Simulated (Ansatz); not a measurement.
One change: `NCC[SiH2]N` becomes `NCCN`.

Ansatz, PBE0-D4/def2-TZVP geometries, multiplicity 1. Each molecule was computed in one conformer, which needn't be the lowest.

```csv
property,`NCC[SiH2]N`
LUMO energy (ωB97M-V/def2-TZVPP) / eV,2.04
LUMO energy (B3LYP/def2-TZVPP) / eV,0.29
HOMO energy (PBE/def2-TZVPP) / eV,-5.29
size of the dipole moment (PBE/def2-TZVPP) / D,2.48
HOMO energy (ωB97M-V/def2-TZVPP) / eV,-9.18
HOMO–LUMO gap (PBE/def2-TZVPP) / eV,5.06
```

Q: Give the same properties after the change, and the shifts. (Estimate.)

A: Ansatz gave: 
| property | `NCCN` | shift |
| --- | --- | --- |
| LUMO energy (ωB97M-V/def2-TZVPP) / eV | 2.25 | 0.21 |
| LUMO energy (B3LYP/def2-TZVPP) / eV | 0.48 | 0.19 |
| HOMO energy (PBE/def2-TZVPP) / eV | -5.19 | 0.10 |
| size of the dipole moment (PBE/def2-TZVPP) / D | 2.07 | -0.41 |
| HOMO energy (ωB97M-V/def2-TZVPP) / eV | -9.06 | 0.12 |
| HOMO–LUMO gap (PBE/def2-TZVPP) / eV | 5.20 | 0.14 |

With PBE0 the HOMO rises by 0.13 eV and the LUMO rises by 0.25 eV, so the gap widens by about 0.12 eV. PBE moves the HOMO by 0.10 eV and ωB97M-V by 0.12 eV. Dipoles are sizes alone; their direction can turn.

B3LYP here is the variant with VWN-RPA as its local correlation; programs differ in this.
